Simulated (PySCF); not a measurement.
**Orbital energies and ionisation energy**

Species: C6H14AlF2N.
Atom-mapped SMILES: `[CH3:1][N+:2]1([CH3:3])[AlH2-:4][CH2:5][CH2:6][C@H:7]1[CH:8]([F:9])[F:10]` (hydrogens: H11, H12, H13 on C1; H14, H15, H16 on C3; H17, H18 on Al4; H19, H20 on C5; H21, H22 on C6; H23 on C7; H24 on C8)

Cartesian coordinates in Å at the PBE0-D3(BJ)/def2-SVP level; atoms count from 1:
```
atom  x, y, z in Å
C1     1.6165    0.2960    0.7499
N2     0.6599   -0.0088   -0.3250
C3     1.2285    0.3798   -1.6265
Al4    0.2931   -2.1067   -0.3408
C5    -1.5367   -1.7517    0.3635
C6    -1.4880   -0.3136    0.8773
C7    -0.6901    0.5704   -0.0833
C8    -0.6813    2.0148    0.3925
F9    -1.9436    2.4878    0.3499
F10    0.0768    2.8028   -0.4089
H11    1.1927    0.0210    1.7247
H12    2.5229   -0.3054    0.6044
H13    1.8926    1.3636    0.7501
H14    1.4448    1.4570   -1.6677
H15    0.5255    0.1145   -2.4265
H16    2.1555   -0.1864   -1.7926
H17    1.4268   -2.6383    0.6669
H18    0.4584   -2.4820   -1.8937
H19   -1.8668   -2.4354    1.1613
H20   -2.2842   -1.8322   -0.4455
H21   -2.4820    0.1459    1.0075
H22   -1.0087   -0.2760    1.8731
H23   -1.2028    0.5740   -1.0599
H24   -0.3077    2.1277    1.4250
```

Level: CAM-B3LYP/def2-SVPD (PySCF). Frontier orbitals with their largest atomic shares (Löwdin; up to four atoms above 4 %):

```tsv
orbital	ε (eV)	main atoms
HOMO−3	-11.04	C5 23 %, C6 22 %, H22 13 %, H20 13 %
HOMO−2	-9.87	N2 36 %, Al4 13 %, H17 6 %, C7 5 %
HOMO−1	-8.81	Al4 35 %, H18 28 %, H17 26 %
HOMO	-8.37	?
LUMO	0.93	Al4 22 %, C1 10 %, H11 7 %, H13 6 %
LUMO+1	1.20	Al4 46 %, H17 6 %, H18 6 %, C5 6 %
LUMO+2	1.40	Al4 14 %, H24 14 %, C3 8 %, H23 8 %
```

What vertical ionisation energy does ΔSCF give, and how far is −ε(HOMO) from it?

ΔSCF: 9.05 eV (874 kJ/mol; threshold wavelength 137 nm); ⟨S²⟩ of the doublet left behind is 0.756, against 0.75 for a pure doublet. −ε(HOMO) is 8.37 eV, 0.68 eV below it. In exact Kohn–Sham theory the two would be equal; CAM-B3LYP (range-separated hybrid) falls short of its own ΔSCF value by 8 %.

On which atoms does the HOMO lie?

C5 (ring CH2 carbon) 41 %, Al4 (aluminium bonded to C, N and 2 H) 21 %, C6 (ring CH2 carbon) 9 %, H17 (Al–H hydrogen) 6 %. The HOMO−1 lies 0.44 eV lower.

How many of the 10 lowest singlet excitations (vertical TDDFT, same level) lie below the ionisation energy?

All 10; they run from 6.53 to 8.09 eV.

With α = 107.0 au, estimate the like-pair dispersion coefficient by London's formula C6 = (3/4)α²I.

I = 0.3327 Eh, so C6 ≈ 2860 au, a rough estimate.

Geometry: PBE0-D3(BJ)/def2-SVP, one conformer, isolated molecule.
